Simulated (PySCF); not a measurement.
Molecule: sum formula BN$_{2}$H$_{3}$Cl, charge 0, multiplicity 2. It need not be the lowest isomer of its formula. 
Coordinates optimised at B3LYP-D3(BJ)/def2-TZVP (Ansatz):
```
B
N 1 1.3934
H 2 1.0052 1 122.75
H 2 1.0060 3 115.05 1 -179.06
N 1 1.4343 2 123.65 3 179.01
H 5 1.0193 1 115.91 2 121.30
Cl 1 1.7981 2 119.44 3 3.78
```
Charge 0, spin multiplicity 2.

Dispersion corrections to the total energy (kcal/mol) from the dftd3 and dftd4 libraries through PySCF: D3(BJ) without and D4 with the three-body term, each with the damping fitted for the functional named.

```
functional  D3(BJ)      D4
----------  ------  ------
BLYP           [?]   -6.61
HSE06          [?]   -2.24
r2SCAN       -0.80   -0.68
B3LYP        -5.29   -4.73
revPBE       -7.70     [?]
HF          -24.35  -10.97
PBE          -3.00   -2.91
```

Question: Complete the blanks.

Answer: 
- BLYP, D3(BJ): -6.49
- HSE06, D3(BJ): -1.94
- revPBE, D4: -9.61
